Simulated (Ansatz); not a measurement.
Reaction (cleavage of the B–Ga bond): `[BH2][GaH][SiH3]` + `OBF` → `BOBF` + `[SiH3][GaH2]`

Calculated with Ansatz (gas phase, PBE0-D4/def2-TZVP geometries, no zero-point term in ΔE). CBS: MP2 limit from def2 TZ/QZ plus the TZ coupled-cluster correction, frozen cores. This one scheme is used for every species. Functionals use def2-TZVPP. HSE06 is defined as in plane-wave codes. For Ga outer-core shells are correlated without core-valence functions, which leaves a few kJ/mol of doubt a bond. Scalar relativity is left out up to krypton. Each species was taken in one conformer, which may not be the lowest.

```json
{"level": "r2SCAN-D4", "ΔE (kcal/mol)": "-28.2"}
{"level": "r2SCAN", "ΔE (kcal/mol)": "-28.3"}
{"level": "r2SCANh", "ΔE (kcal/mol)": "-28.7"}
{"level": "HSE06", "ΔE (kcal/mol)": "-27.7"}
{"level": "LC-ωPBE", "ΔE (kcal/mol)": "-28.8"}
{"level": "HF/def2-SVP", "ΔE (kcal/mol)": "-36.0"}
{"level": "HF/def2-TZVPP", "ΔE (kcal/mol)": "-34.6"}
{"level": "HF/CBS(def2)", "ΔE (kcal/mol)": "-35.2"}
```

**Question.** What does CCSD(T)/CBS give? (Best estimate.)

**Answer.** The calculation gave: -28.5 kcal/mol. The listed levels differ from it by 0.3, 0.2, -0.2, 0.8, -0.3, -7.5, -6.1, -6.7 kcal/mol.

Largest T1 diagnostic among the species: 0.014.

From r2SCAN to r2SCAN0 (25 % exact exchange), in def2-TZVPP and without D4, ΔE moves by −1.1 kcal/mol. Leaving LDA and LC-ωPBE aside and taking each functional with its dispersion term where it has one, the values, not all of them listed here, spread over 5.6 kcal/mol, from BHLYP-D4 to PBE-D4. LDA lies −1.4 kcal/mol from PBE without D4.
